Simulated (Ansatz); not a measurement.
HOI (hypoiodous acid): the vertical energy of the triplet above the singlet from total energies

HOI: 3 atoms, total charge 0, spin state singlet. SMILES: `OI`. The shape is that of a PBE0-D4/def2-TZVP optimisation.

```
atom    x (Å)    y (Å)    z (Å)
   O  -0.3762  -0.4676  -0.2534
   I   1.2471   0.1302   0.6970
   H  -0.8709   0.3375  -0.4436
```

Both states at this one shape; open shells run unrestricted unless said. 1 Eh = 27.2114 eV.

| level | program | singlet HOI (Eh) | triplet HOI (Eh) |
| --- | --- | --- | --- |
| BLYP/STO-3G | Ansatz | -6927.388388 | -6927.283477 |
| PBE0/STO-3G | Ansatz | -6927.202001 | -6927.091236 |
| r2SCAN0/def2-TZVPP (core potential) | Ansatz | -373.569070 | -373.490617 |
| CCSDT/STO-3G, 19 core orbitals frozen | Ansatz | -6925.124048 | -6924.992904 |

Question: Work out the vertical gap, second state less first, at each level.

Answer: 
1. BLYP/STO-3G: -6927.283477 − (-6927.388388) = 0.104911 Eh = 2.85 eV.
2. PBE0/STO-3G: -6927.091236 − (-6927.202001) = 0.110765 Eh = 3.01 eV.
3. r2SCAN0/def2-TZVPP (core potential): -373.490617 − (-373.569070) = 0.078453 Eh = 2.13 eV.
4. CCSDT/STO-3G: -6924.992904 − (-6925.124048) = 0.131144 Eh = 3.57 eV.

No measured value is set beside it here; the levels span 2.13 to 3.57 eV. Spin-orbit coupling, which splits open shells on such heavy atoms by tenths of an eV, is left out. Minimal sets are far from the basis-set limit. All-electron rows are non-relativistic unless named.
